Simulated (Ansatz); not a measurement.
Geometry optimisation, RHF/def2-SVP (Ansatz).

Input:

```yaml
crystal:
  periodic: [false, false, false]
  atoms:
    - { symbol: B, position_ang: [0.0, 0.0, 0.0] }
    - { symbol: F, position_ang: [0.0, 0.0, 1.67] }
    - { symbol: Cl, position_ang: [1.6108, 0.0, -0.93] }
    - { symbol: H, position_ang: [-1.0305, 0.0, -0.595] }
    - { symbol: Si, position_ang: [0.4799, 2.0806, 0.7095] }
    - { symbol: H, position_ang: [1.5736, 2.0261, 1.6751] }
    - { symbol: H, position_ang: [0.877, 2.9042, -0.4288] }
    - { symbol: H, position_ang: [-0.6992, 2.6635, 1.3432] }
    - { symbol: H, position_ang: [0.2397, 1.0395, 1.6785] }
basis:
  gaussian: { orbitals: def2-SVP }
hamiltonian:
  xc: hf
relax:
  f_tol: 0.15
  max_steps: 25
  restrain:
    - { distance: [0, 4], at: 1.95, k: 30.0 }
    - { distance: [8, 1], at: 0.92, k: 30.0 }
    - { distance: [0, 1], at: 2.52, k: 30.0 }
    - { distance: [8, 4], at: 2.66, k: 30.0 }
output:
  orbitals: {}
```

Command:

```bash
$ ansatz run input.yaml --threads 1 --pin off --max-ram 2048MiB --backend cpu --events-out ev --progress --plain --runs-dir out
```

**Question.** Where does it end, and by what steps?

**Answer.** The run converged. The restraints hold the end off the free minimum; the threshold counts their pulls, which the force column leaves out. Restrained pairs: B1–Si5 (2.25 → 1.98 Å), F2–H9 (1.07 → 0.91 Å), B1–F2 (1.67 → 2.53 Å), Si5–H9 (1.44 → 2.67 Å). After 10 steps the energy has fallen by 5.574 eV (the restraints' own energy left out); H9 moved furthest, 0.98 Å.

```tsv
step	energy less start (eV)	largest force component (eV/Å)	accepted
0	0.0000	6.576	yes
1	-2.5056	5.453	yes
2	-3.5034	5.051	yes
3	-4.3980	5.448	yes
4	-4.9958	3.797	yes
5	-5.4628	1.927	yes
6	-5.5187	1.385	yes
7	-5.5453	1.344	yes
8	-5.5356	1.459	no
9	-5.5647	1.167	yes
10	-5.5736	0.956	yes
```

```xyz
9
Properties=species:S:1:pos:R:3
B 0.117 0.494 -0.376
F -0.058 -0.218 2.042
Cl 1.511 -0.449 -0.918
H -0.952 0.039 -0.648
Si 0.408 2.263 0.468
H 1.390 2.101 1.582
H 0.970 3.261 -0.478
H -0.837 2.811 1.061
H 0.502 0.412 2.390
```

The run took 23 s on 1 thread of Arm Neoverse V1, with other jobs on the host, peak memory 0.16 GiB.
